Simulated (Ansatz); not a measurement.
`[CH3][AlH][C](=N)Cl`. Charge 0, multiplicity 1.

```xyz
10

C     1.092    1.247   -0.851
Al   -0.298    0.536    0.295
C    -0.619   -1.421    0.428
N    -1.467   -2.045    1.113
Cl    0.465   -2.411   -0.580
H     1.134    2.338   -0.848
H     0.946    0.909   -1.882
H     2.071    0.865   -0.541
H    -1.289    1.370    1.215
H    -2.035   -1.388    1.650
```

Q: List the harmonic frequencies (cm⁻¹, unscaled) at PBE0-D4/def2-TZVP in Ansatz. (An estimate is asked.)

A: Ansatz gave: 38, 45, 88, 222, 298, 341, 427, 488, 584, 666, 671, 740, 794, 884, 1208, 1223, 1433, 1436, 1676, 1918, 3040, 3112, 3140, 3457.

Q: Is this a minimum?

A: Yes, all 24 modes are real.

Q: Give the ideal-gas thermochemistry at 298.15 K and 1 bar (rigid rotor, harmonic oscillator; point group Cs, symmetry number 1).

A: Zero-point energy 167.1 kJ/mol; H(298) − E = 190.1 kJ/mol; entropy 375.2 J/(mol·K), of which translation 167.0, rotation 115.6, vibration 92.7; G(298) − E = 78.2 kJ/mol. Modes under 100 cm⁻¹ are hindered rotations or soft bends, so the harmonic entropy is rough.

Q: And at 400, 500, 600, 800 and 1000 K?

A: 
| T (K) | H − E (kJ/mol) | S (J/mol/K) | G − E (kJ/mol) |
| --- | --- | --- | --- |
| 400 | 202.6 | 411.2 | 38.1 |
| 500 | 216.5 | 442.0 | -4.5 |
| 600 | 231.6 | 469.6 | -50.2 |
| 800 | 264.8 | 517.2 | -149.0 |
| 1000 | 300.8 | 557.3 | -256.5 |
